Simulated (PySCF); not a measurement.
Calculated NMR parameters of O=C[C@@H]1CC(=O)O1

- Formula: C4H4O3
- SMILES: O=C[C@@H]1CC(=O)O1
- InChI: InChI=1S/C4H4O3/c5-2-3-1-4(6)7-3/h2-3H,1H2/t3-/m0/s1
- Point group of the computed structure: C1
- Degrees of unsaturation: 3
- Carbon signals: 4
- Proton signals: 4

Molfile (atoms numbered from 1):
```
C4H4O3
     RDKit          3D

 11 11  0  0  0  0  0  0  0  0999 V2000
    2.5895   -0.4567    0.1574 O   0  0  0  0  0  0  0  0  0  0  0  0
    1.6529    0.2798    0.2432 C   0  0  0  0  0  0  0  0  0  0  0  0
    0.2990   -0.1315    0.7667 C   0  0  2  0  0  0  0  0  0  0  0  0
   -0.6662   -0.6526   -0.3212 C   0  0  0  0  0  0  0  0  0  0  0  0
   -1.4645    0.5823    0.0622 C   0  0  0  0  0  0  0  0  0  0  0  0
   -2.4812    1.0847   -0.2768 O   0  0  0  0  0  0  0  0  0  0  0  0
   -0.5750    0.9847    1.0107 O   0  0  0  0  0  0  0  0  0  0  0  0
    1.6868    1.3347   -0.0838 H   0  0  0  0  0  0  0  0  0  0  0  0
    0.3954   -0.7700    1.6486 H   0  0  0  0  0  0  0  0  0  0  0  0
   -1.1520   -1.6012   -0.1107 H   0  0  0  0  0  0  0  0  0  0  0  0
   -0.2793   -0.6516   -1.3374 H   0  0  0  0  0  0  0  0  0  0  0  0
  1  2  2  0
  2  3  1  0
  3  4  1  0
  4  5  1  0
  5  6  2  0
  5  7  1  0
  7  3  1  0
  2  8  1  0
  3  9  1  1
  4 10  1  0
  4 11  1  0
M  END
```

How the numbers were obtained: σ from GIAO-PBE0/pcSseg-1, GFN2-xTB structure, in PySCF (no relativistic terms, no solvent model, single conformer).

Scale: TMS for $^{1}$H, $^{13}$C; $^{17}$O against H2O (reference shieldings calculated alike).

| carbon | δC, type | δH (multiplicity) | HMBC from (2–3 bonds) | span of the C tensor (ppm) |
| --- | --- | --- | --- | --- |
| C2 | 208.2, CH | 10.29 (d) | H9, H10, H11 | 188 |
| C3 | 71.6, CH | 4.44 (m) | H8, H10, H11 | 45 |
| C4 | 47.2, CH2 | H10 3.80 (m); H11 3.21 (m) | H8, H9 | 82 |
| C5 | 169.9, C | – | H9, H10, H11 | 167 |

Other nuclei:
| atoms | nucleus | environment | δ (ppm) | σ (ppm) |
| --- | --- | --- | --- | --- |
| O1 | $^{17}$O | aldehyde oxygen | 710.0 | -373.9 |
| O6 | $^{17}$O | ester carbonyl oxygen | 448.4 | -112.3 |
| O7 | $^{17}$O | ester alkoxy oxygen | 297.5 | 38.6 |

1. Carbon types of the structure: 1 × C, 2 × CH, 1 × CH2, which accounts for all hydrogens.
2. δC 208.2: aldehyde carbonyl carbon; low-lying n→π* states of the double bond to the heteroatom give a large paramagnetic term (-270 ppm).
3. δC 169.9: ester carbonyl carbon; lone-pair donation from the attached heteroatom keeps it upfield of a ketone carbonyl.
4. δC 71.6: sp3 CH bonded to O, α to a carbonyl; deshielded by the electronegative neighbour.
5. δH 10.29: hydrogen on an aldehyde carbonyl carbon; deshielded by the polar, anisotropic C=O bond.
6. δH 4.44: hydrogen on an sp3 CH bonded to O, α to a carbonyl; its carbon carries O, which withdraws density.

Shifts are as computed. Against solution values, carbons near 30 ppm lie about +3 ppm off and those near 130 ppm about +5 ppm (rms about the fit 2.1 ppm; single classes can miss by 10 ppm). Of 1328 compounds with measured shifts, 309 miss one by over three times the rms of a fit or turn the order of signals round; such compounds aren't used in these exercises. Signals without a measured value on file couldn't be tested in this way; 1H shifts scatter by 0.2 ppm about their fit, and single ones miss by 0.5 ppm. Unscaled 17O shifts of doubly bonded oxygen tend to come out too high, by tens of ppm or more. Experimental scales use liquid or dissolved standards, which lie at an offset from isolated H2O (liquid H2O: subtract about 36 ppm). Multiplicities follow the n + 1 count of equivalent neighbours, as no J values were calculated; m marks all less simple cases, F and P coupling included.
